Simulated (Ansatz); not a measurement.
Coupled-cluster diagnostics for Mg₂O₃H₂ (the lowest singlet isomer of a short search), Ansatz.

Geometry of the singlet (r2SCAN-D4/def2-SVP):

```xyz
7

Mg    0.4497    1.0627    0.3474
Mg    0.1386   -1.0907   -0.4933
O     1.7428   -0.0833   -0.4316
O    -0.9677    0.5291   -0.9972
O    -0.4341   -0.4622    1.3449
H    -0.9243    0.8742   -1.8973
H    -0.0048   -0.8298    2.1271
```

Correlated methods freeze 5 core orbitals; core or outer-core shells of Mg are correlated, in sets that lack core-valence functions. The structure comes from a short search, and lower isomers may exist.

(1) Estimate the CCSD(T) correlation energy, the shares of MP2 and (T), T1 and the reference's ⟨S²⟩ for: charge 0, singlet, own geometry in def2-TZVPP; and the rough time on 4 threads of AMD EPYC 9B14 on a shared host.

Results:

(1) 
```csv
state,basis,correlation (eV),MP2 share (%),(T) share (%),T1,⟨S²⟩ (pure),wall time
"charge 0, singlet, own geometry",def2-TZVPP,-32.408,96.9,2.9,0.016,0.00 (0.00),64 s
```
Customary marks for T1 are 0.02 (closed shells), 0.045 (open shells) and about 0.05 (3d metals). T1 stays under 0.02 throughout.
